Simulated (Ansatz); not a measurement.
Consider the ligand exchange at a B–S bond: `CBS[SiH3]` + `C[SiH2]N` → `CBN[SiH2]C` + `[SiH3]S`.

Computed with Ansatz on PBE0-D4/def2-TZVP structures; ΔE is electronic, products minus reactants. CBS: MP2 limit from def2 TZ/QZ plus the TZ coupled-cluster correction, frozen cores. DFT in def2-TZVPP. Each species was taken in one conformer, which may not be the lowest.

| level | ΔE (eV) |
| --- | --- |
| r2SCANh-D4 | -0.44 |
| PBE-QIDH | -0.43 |
| BHLYP | -0.49 |
| CCSD/def2-TZVPP | -0.50 |

(1) What does CCSD(T)/CBS give? (Best estimate.)

Largest T1 diagnostic among the species: 0.013.

Answers

(1) The calculation gave: -0.46 eV. The listed levels differ from it by 0.02, 0.03, -0.03, -0.04 eV.

At CCSD(T), def2-SVP lies −0.12 eV from the extrapolated value and def2-TZVPP −0.02 eV. Leaving LDA and LC-ωPBE aside and taking each functional with its dispersion term where it has one, the values, not all of them listed here, spread over 0.11 eV, from CAM-B3LYP-D4 to revPBE-D4. LDA lies −0.08 eV from PBE without D4. From BLYP to BHLYP (50 % exact exchange), in def2-TZVPP and without D4, ΔE moves by −0.05 eV.
